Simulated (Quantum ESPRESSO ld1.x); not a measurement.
Values are calculated unless marked as measured or tabulated.
Species: Ca. Configuration: [Ar] 4s2 (the NIST ground configuration). Level of theory: non-relativistic Kohn-Sham, revPBE, spin-unpolarised, spherical densities, point nucleus (ld1.x of Quantum ESPRESSO 7.5).

Normalised radial functions P(r) = r R(r), r in bohr:

r	2p	3p	4s
0.007449	0.0128	0.0043	0.0305
0.009777	0.0216	0.0073	0.0382
0.01283	0.0361	0.0122	0.0469
0.01684	0.0598	0.0202	0.0565
0.02229	0.0993	0.0336	0.0662
0.02925	0.1599	0.0540	0.0740
0.0384	0.2523	0.0851	0.0774
0.0504	0.3877	0.1304	0.0731
0.06616	0.5762	0.1928	0.0570
0.08684	0.8206	0.2720	0.0258
0.114	1.1075	0.3607	-0.0206
0.1496	1.3973	0.4397	-0.0756
0.1964	1.6202	0.4752	-0.1229
0.2578	1.6898	0.4218	-0.1381
0.3383	1.5445	0.2410	-0.0980
0.4441	1.1975	-0.0701	0.0021
0.5829	0.7561	-0.4523	0.1315
0.7651	0.3711	-0.7896	0.2258
1.004	0.1326	-0.9506	0.2138
1.318	0.0315	-0.8731	0.0679
1.744	0.0042	-0.6141	-0.1718
2.289	0.0003	-0.3341	-0.3949
3.005	0.0000	-0.1367	-0.5297
3.944	0.0000	-0.0402	-0.5313
5.177	0.0000	-0.0076	-0.3950
6.796	0.0000	-0.0008	-0.2158
8.92	0.0000	0.0000	-0.0864
11.71	0.0000	0.0000	-0.0228

2p: eigenvalue -334.43 eV, 0 radial nodes, <r> = 0.329 bohr, 90 % of the charge inside 0.541 bohr. 3p: eigenvalue -28.087 eV, 1 radial node at r = 0.421 bohr, <r> = 1.27 bohr, 90 % of the charge inside 1.96 bohr. 4s: eigenvalue -3.724 eV, 3 radial nodes at r = 0.102, 0.442, 1.44 bohr, <r> = 4.06 bohr, 90 % of the charge inside 6.07 bohr.
